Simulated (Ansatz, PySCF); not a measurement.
CH₁₃NSi₄, SMILES N[Si@@H](C[SiH3])[SiH2][SiH3]. Atoms are numbered in the order given.

```xyz
19

N      1.1715    -2.0079     0.8690
Si     0.2409    -0.5487     0.6651
C      1.2321     0.6563    -0.3818
Si     3.0684     0.5458     0.0235
Si    -1.8647    -0.7937    -0.3294
Si    -2.7256     1.3455    -0.6956
H      1.3445    -2.6208     0.0784
H      1.0723    -2.5465     1.7229
H      0.0552     0.0081     2.0391
H      0.8676     1.6821    -0.1991
H      1.0859     0.4547    -1.4570
H      3.6652    -0.6932    -0.5520
H      3.7988     1.7150    -0.5570
H      3.2806     0.5578     1.5003
H     -1.7233    -1.4835    -1.6522
H     -2.8133    -1.5919     0.5082
H     -1.8306     2.0772    -1.6428
H     -4.1059     1.3244    -1.2639
H     -2.7518     2.1015     0.5934
```

Coordinates come from a ωB97X-D3(BJ)/def2-SVP optimisation. The structure was generated by enumeration; whether it is a known compound was not checked. One conformer was computed; it need not be the lowest.

Two levels are set side by side: PBE-D3(BJ)/def2-SVP (Ansatz, a program for electronic structure) and ωB97X-D3(BJ)/def2-SVP (PySCF). Each level has its own optimised geometry; the coordinates shown are those of the second. Frequencies come from the Hessian of PySCF at each geometry. Differences are taken from unrounded values.

```
quantity                            ωB97X-D3(BJ)
----------------------------------  ------------
mean bond length (Å)                       1.548
bond N1–Si2 (Å)                            1.743
bond Si2–C3 (Å)                            1.879
bond Si2–Si5 (Å)                           2.342
bond C3–Si4 (Å)                            1.884
bond Si5–Si6 (Å)                           2.335
bond N1–H7 (Å)                             1.015
bond N1–H8 (Å)                             1.014
bond Si2–H9 (Å)                            1.494
bond C3–H10 (Å)                            1.104
bond C3–H11 (Å)                            1.104
bond Si4–H12 (Å)                           1.491
bond Si4–H13 (Å)                           1.496
bond Si4–H14 (Å)                           1.492
bond Si5–H15 (Å)                           1.498
bond Si5–H16 (Å)                           1.496
bond Si6–H17 (Å)                           1.495
highest harmonic wavenumber (cm⁻¹)          3711
mean harmonic wavenumber (cm⁻¹)             1125
zero-point energy (kcal/mol)               82.01
```

Task: What does PBE-D3(BJ) give, and how far is it from ωB97X-D3(BJ)? (An estimate is asked for; the answer gives what the named calculation found.)

Result: 
```tsv
quantity	PBE-D3(BJ)	PBE-D3(BJ) minus ωB97X-D3(BJ)
mean bond length (Å)	1.562	0.013
bond N1–Si2 (Å)	1.758	0.015
bond Si2–C3 (Å)	1.892	0.013
bond Si2–Si5 (Å)	2.369	0.027
bond C3–Si4 (Å)	1.898	0.015
bond Si5–Si6 (Å)	2.353	0.019
bond N1–H7 (Å)	1.025	0.010
bond N1–H8 (Å)	1.024	0.010
bond Si2–H9 (Å)	1.507	0.013
bond C3–H10 (Å)	1.111	0.008
bond C3–H11 (Å)	1.111	0.008
bond Si4–H12 (Å)	1.503	0.012
bond Si4–H13 (Å)	1.508	0.013
bond Si4–H14 (Å)	1.504	0.012
bond Si5–H15 (Å)	1.512	0.014
bond Si5–H16 (Å)	1.510	0.014
bond Si6–H17 (Å)	1.508	0.013
highest harmonic wavenumber (cm⁻¹)	3565	-146
mean harmonic wavenumber (cm⁻¹)	1077	-48
zero-point energy (kcal/mol)	78.53	-3.47
```

Exact exchange shortens and stiffens bonds; PBE has none. Differences between two approximate levels are no errors against the true value.
